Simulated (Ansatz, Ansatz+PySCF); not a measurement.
```json
{"atom": "Cu", "x (Å)": "0.0000", "y (Å)": "0.0000", "z (Å)": "0.0000"}
{"atom": "S", "x (Å)": "0.0000", "y (Å)": "0.0000", "z (Å)": "2.0500"}
```

Basis set: def2-SVP (spherical functions). Charge 0, multiplicity 2.

Computed with Ansatz (development build ahead of 0.2.0); each method stands on the lowest determinant of its kind that the runs found.

The atomization energy at this shape (free ground-state atoms in the same class of orbitals less the molecule, no zero-point energy) of doublet CuS:

| method | atomization energy |
| --- | --- |
| UHF | 27.21 kcal/mol |

Problem. What does PBE0 (unrestricted) give?

Solution. 66.62 kcal/mol.
